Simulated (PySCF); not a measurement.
C2H9AlO4Si, charge -1, doublet, at a GFN2-xTB geometry (such geometries of metal compounds can be far from the true shape) (a state made from the parent by changing its charge; the spin is typed, not shown lowest); PySCF with HF/6-31G*.

PySCF was given this input:
```python
from pyscf import gto, scf

mol = gto.M(
    atom='''
Al    0.29613628    1.34072167    1.48692641
C     0.99004365    2.79075700    0.12517843
H     2.02391253    2.59397359   -0.19474507
H     1.00821819    3.78866880    0.58317301
H     0.40749925    2.90014008   -0.80194805
C    -1.74288661    1.79575097    1.73977412
H    -2.32623864    1.95775478    0.82118841
H    -1.85655222    2.71569170    2.32885522
H    -2.27992104    1.01735300    2.30059904
O     0.30148160   -0.16025264    0.51868904
Si    0.09182957   -1.17809388   -0.68161485
O     0.89375051   -2.60211315   -0.51028021
O     0.65366512   -0.58605129   -2.10604036
O    -1.49211149   -1.61032325   -0.84943880
H     0.57829560   -3.13814135    0.21021391
H     1.05873673    0.26984134   -1.99235366
H    -2.08656454   -0.89047483   -0.65557083
''',
    basis='6-31g*',
    charge=-1,
    spin=1,
    verbose=4,
)

mf = scf.UHF(mol)
mf.kernel()
```

Output, abridged:

```
PySCF version 2.14.0

[INPUT] verbose = 4
[INPUT] num. atoms = 17
[INPUT] num. electrons = 81
[INPUT] charge = -1
[INPUT] spin (= nelec alpha-beta = 2S) = 1
[INPUT] symmetry False subgroup None
[INPUT] Mole.unit = angstrom
[INPUT] Symbol           X                Y                Z      unit          X                Y                Z       unit  Magmom
[INPUT]  1 Al     0.296136280000   1.340721670000   1.486926410000 AA    0.559616464748   2.533596765569   2.809883682283 Bohr   0.0
[INPUT]  2 C      0.990043650000   2.790757000000   0.125178430000 AA    1.870911349865   5.273766410213   0.236552949403 Bohr   0.0
[INPUT]  3 H      2.023912530000   2.593973590000  -0.194745070000 AA    3.824640381776   4.901899659455  -0.368014846409 Bohr   0.0
[INPUT]  4 H      1.008218190000   3.788668800000   0.583173010000 AA    1.905256252905   7.159546408685   1.102037272138 Bohr   0.0
[INPUT]  5 H      0.407499250000   2.900140080000  -0.801948050000 AA    0.770061978466   5.480470474074  -1.515462180629 Bohr   0.0
[INPUT]  6 C     -1.742886610000   1.795750970000   1.739774120000 AA   -3.293578359072   3.393477521222   3.287696605406 Bohr   0.0
[INPUT]  7 H     -2.326238640000   1.957754780000   0.821188410000 AA   -4.395953929981   3.699620353258   1.551821191567 Bohr   0.0
[INPUT]  8 H     -1.856552220000   2.715691700000   2.328855220000 AA   -3.508375231753   5.131913551755   4.400898549564 Bohr   0.0
[INPUT]  9 H     -2.279921040000   1.017353000000   2.300599040000 AA   -4.308426351234   1.922518542005   4.347502108037 Bohr   0.0
[INPUT] 10 O      0.301481600000  -0.160252640000   0.518689040000 AA    0.569717655596  -0.302833600339   0.980180229414 Bohr   0.0
[INPUT] 11 Si     0.091829570000  -1.178093880000  -0.681614850000 AA    0.173532737437  -2.226274782226  -1.288065388936 Bohr   0.0
[INPUT] 12 O      0.893750510000  -2.602113150000  -0.510280210000 AA    1.688943687590  -4.917281198629  -0.964289843686 Bohr   0.0
[INPUT] 13 O      0.653665120000  -0.586051290000  -2.106040360000 AA    1.235248053981  -1.107476433048  -3.979839487680 Bohr   0.0
[INPUT] 14 O     -1.492111490000  -1.610323250000  -0.849438800000 AA   -2.819682063417  -3.043069914520  -1.605206691579 Bohr   0.0
[INPUT] 15 H      0.578295600000  -3.138141350000   0.210213910000 AA    1.092820303041  -5.930227691673   0.397246717474 Bohr   0.0
[INPUT] 16 H      1.058736730000   0.269841340000  -1.992353660000 AA    2.000722457718   0.509926229686  -3.765002760675 Bohr   0.0
[INPUT] 17 H     -2.086564540000  -0.890474830000  -0.655570830000 AA   -3.943035521829  -1.682753549519  -1.238849323954 Bohr   0.0

nuclear repulsion = 554.495134692972
number of shells = 70
number of NR pGTOs = 300
number of NR cGTOs = 138
basis = 6-31g*
ecp = {}

******** <class 'pyscf.scf.uhf.UHF'> ********
method = UHF
initial guess = minao
damping factor = 0
level_shift factor = 0
DIIS = <class 'pyscf.scf.diis.CDIIS'>
diis_start_cycle = 1
diis_space = 8
diis_damp = 0
SCF conv_tol = 1e-09
SCF conv_tol_grad = None
SCF max_cycles = 50
direct_scf = True
direct_scf_tol = 1e-13
number electrons alpha = 41  beta = 40
Set gradient conv threshold to 3.16228e-05
init E= -911.949978226494

cycle= 1 E= -911.272053461467  delta_E= 0.678  |g|= 0.68  |ddm|= 2.59
cycle= 2 E= -911.437509490101  delta_E= -0.165  |g|= 0.37  |ddm|= 0.78
cycle= 3 E= -911.491388558879  delta_E= -0.0539  |g|= 0.0582  |ddm|= 0.287
cycle= 4 E= -911.49480780644  delta_E= -0.00342  |g|= 0.02  |ddm|= 0.137
cycle= 5 E= -911.495241422653  delta_E= -0.000434  |g|= 0.00821  |ddm|= 0.0459
cycle= 6 E= -911.495348019775  delta_E= -0.000107  |g|= 0.00373  |ddm|= 0.0226
cycle= 7 E= -911.495386124156  delta_E= -3.81e-05  |g|= 0.0018  |ddm|= 0.015
cycle= 8 E= -911.495395223544  delta_E= -9.1e-06  |g|= 0.000709  |ddm|= 0.00757
cycle= 9 E= -911.495396276434  delta_E= -1.05e-06  |g|= 0.000242  |ddm|= 0.00245
cycle= 10 E= -911.495396393965  delta_E= -1.18e-07  |g|= 0.000116  |ddm|= 0.000717
cycle= 11 E= -911.495396427615  delta_E= -3.36e-08  |g|= 4.69e-05  |ddm|= 0.000487
cycle= 12 E= -911.495396432431  delta_E= -4.82e-09  |g|= 2.36e-05  |ddm|= 0.000178
cycle= 13 E= -911.495396433287  delta_E= -8.56e-10  |g|= 1.11e-05  |ddm|= 6.61e-05
Extra cycle  E= -911.495396433416  delta_E= -1.29e-10  |g|= 7.12e-06  |ddm|= 1.87e-05
converged SCF energy = -911.495396433416  <S^2> = 0.75164339  2S+1 = 2.0016427
```
